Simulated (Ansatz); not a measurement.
Q: Name a neutral molecule of B, C, Cl and H with LUMO energy (B3LYP/def2-TZVPP) between -1.55 and -1.25 eV and LUMO energy (PBE/def2-TZVPP) between -2.40 and -2.10 eV (Ansatz, PBE0-D4/def2-TZVP geometry).

A: `CC1=CB(Cl)C1` (-1.40 eV, -2.20 eV); `ClB1CC1` (-1.33 eV, -2.14 eV). Other molecules can fit too; these were computed, each in one conformer that needn't be the lowest.

B3LYP here is the variant with VWN-RPA as its local correlation; programs differ in this.
